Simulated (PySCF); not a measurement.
Species: o-anisidine, C7H9NO.
SMILES with atom numbers: `[CH3:1][O:2][c:3]1[cH:4][cH:5][cH:6][cH:7][c:8]1[NH2:9]` (hydrogens: H10, H11, H12 on C1; H13 on C4; H14 on C5; H15 on C6; H16 on C7; H17, H18 on N9)

The closed-shell SCF was solved with PySCF and density fitting under several settings on one GFN2-xTB geometry (grid level 2 and gas phase unless stated).

| settings | basis functions | SCF cycles | E (Eh) | HOMO (eV) | LUMO (eV) | dipole (D) |
| --- | --- | --- | --- | --- | --- | --- |
| PBE0/pcseg-1, IEF-PCM benzene, grid level 3, fitting basis def2-universal-jkfit | 171 | 10 | -401.5842 | -5.63 | 0.20 | 1.81 |
| LC-wPBE/6-31G-J, IEF-PCM benzene | 144 | 13 | -401.8240 | -7.78 | 2.70 | 1.76 |
| HCTH407/IGLO-II, grid level 4, fitting basis def2-universal-jkfit | 252 | 12 | -402.1725 | -4.62 | -0.64 | 1.68 |

Estimate the rows for these settings: (1) KT2/3-21G, start guess atom; (2) PBE0/pcSseg-1, grid level 1.

| settings | basis functions | SCF cycles | E (Eh) | HOMO (eV) | LUMO (eV) | dipole (D) |
| --- | --- | --- | --- | --- | --- | --- |
| KT2/3-21G, start guess atom | 99 | 12 | -406.6748 | -4.04 | 0.05 | 1.92 |
| PBE0/pcSseg-1, grid level 1 | 198 | 11 | -401.6145 | -5.54 | 0.30 | 1.63 |

Over all rows, what range does the HOMO–LUMO gap span?

From 3.98 eV (HCTH407/IGLO-II, grid level 4, fitting basis def2-universal-jkfit) to 10.48 eV (LC-wPBE/6-31G-J, IEF-PCM benzene). The functional of the narrowest has no exact exchange, that of the widest range-separated exact exchange.

And the dipole moment?

From 1.63 D (PBE0/pcSseg-1, grid level 1) to 1.92 D (KT2/3-21G, start guess atom); the largest is 1.18 times the smallest, and the median is 1.76 D.

Whole jobs, the steps after the SCF included, on one thread of an Intel Xeon Platinum 8259CL at 2.50 GHz, no GPU, shared host:

```tsv
settings	work after the SCF	wall time	peak memory
PBE0/pcseg-1, IEF-PCM benzene, grid level 3, fitting basis def2-universal-jkfit	spin–spin couplings from 9 perturbed nuclei, spin–dipole term left out	44 s	0.97 GiB
LC-wPBE/6-31G-J, IEF-PCM benzene	spin–spin couplings from 9 perturbed nuclei, spin–dipole term left out	34 s	0.85 GiB
HCTH407/IGLO-II, grid level 4, fitting basis def2-universal-jkfit	6 singlets by full TDDFT, 2 Tamm–Dancoff triplets, polarisability	2.0 min	0.79 GiB
KT2/3-21G, start guess atom	shieldings, ring-centre shieldings	28 s	0.57 GiB
PBE0/pcSseg-1, grid level 1	shieldings, ring-centre shieldings	27 s	0.79 GiB
```

Cycle counts include a coarse-grid stage where the run had one. KT2 was designed for NMR shieldings or shifts; total energies of different functionals aren't comparable. Geometry: GFN2-xTB, one conformer.

The values belong to the conformer `[CH3:1][O:2][c:3]1[cH:4][cH:5][cH:6][cH:7][c:8]1[NH2:9]`: C1–O2–C3–C4 0°, H–N9–C8–C7 163°, H–N9–C8–C7 26°.
